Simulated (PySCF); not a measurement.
Compound: C6H6F2.
SMILES with atom numbers: `[F:1]/[CH:2]=[C:3]1[CH:4]=[C:5]/1[CH2:6][CH2:7][F:8]`

Definitions: NICS(0) = −σiso at the ring centroid; NICS(1) = −σiso and NICS(1)zz = −σzz at ±1 Å along the ring normal z. Level: GIAO B3LYP/pcSseg-1 (PySCF, non-relativistic, gas phase) on the PBE0-D3(BJ)/def2-SVP geometry, one conformer.

Ring bond lengths (Å): C3–C4 1.441, C4–C5 1.319, C5–C3 1.442.

Give the NICS values of each ring in ppm.

```csv
ring,type,NICS(0),"NICS(1), two faces","NICS(1)zz, two faces",rms pucker (Å),"centre to ring atoms, mean (Å)"
C3–C4–C5,"3-membered carbocycle; formal bonds 1 double, 2 single",-25.6,-7.2 / -7.3,-10.9 / -10.7,0.00,0.81
```

What do they say, and how far can they be read as aromaticity?

- C3–C4–C5: mean NICS(1)zz -10.8 ppm, shielded. NICS(0) lies 18 ppm below the mean NICS(1).

And the bond-length index? Use HOMA with the parameters of Krygowski (1993).

- C3–C4–C5: HOMA 0.10 = 1 − EN − GEO, with mean bond length 1.401 Å, EN = α(Ropt − mean)² = 0.041 and GEO = α × variance = 0.863.

How do the values depend on the level or the medium?

| level | NICS(0), C3–C4–C5 | mean NICS(1)zz, C3–C4–C5 |
| --- | --- | --- |
| B3LYP/pcSseg-1, gas | -25.6 | -10.8 |
| PBE0/pcSseg-1, gas | -26.0 | -11.2 |

The geometry is the same throughout.

Shape of the structure used: `[F:1]/[CH:2]=[C:3]1[CH:4]=[C:5]/1[CH2:6][CH2:7][F:8]`: C4–C5–C6–C7 -138°, C5–C6–C7–F8 66°.
